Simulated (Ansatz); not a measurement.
System: H₆S, net charge 0, singlet state. 
Geometry from a B3LYP-D3(BJ)/def2-TZVP (Ansatz, a quantum-chemistry and plane-wave program) optimisation:
```xyz
7

S      0.0000     0.0000     0.0000
H      1.4140    -0.0061     0.0019
H     -1.4140     0.0061    -0.0019
H      0.0062     1.4140    -0.0126
H     -0.0062    -1.4140     0.0126
H     -0.0018     0.0126     1.4140
H      0.0018    -0.0126    -1.4140
```

Basis-set convergence of Hartree-Fock and CCSD correlation energies (hartree) with Ansatz. Valence correlation only, unless marked. No spin-orbit coupling. Non-relativistic.

| basis | functions | E(HF) | E(corr, CCSD) |
|---|---|---|---|
| def2-SVP | 48 | -400.60783 | -0.25500 |
| def2-TZVPP | 126 | -400.77334 | -0.31557 |
| def2-QZVPP | 250 | -400.78632 | -0.33238 |

Extrapolating the two largest sets (X = 3 and 4) as X^-3: E(corr) = (64·(-0.33238) - 27·(-0.31557))/37 = -0.3446 Eh, an estimate of the basis-set limit. The largest set recovers 96.4 % of it, the smallest 74.0 %.
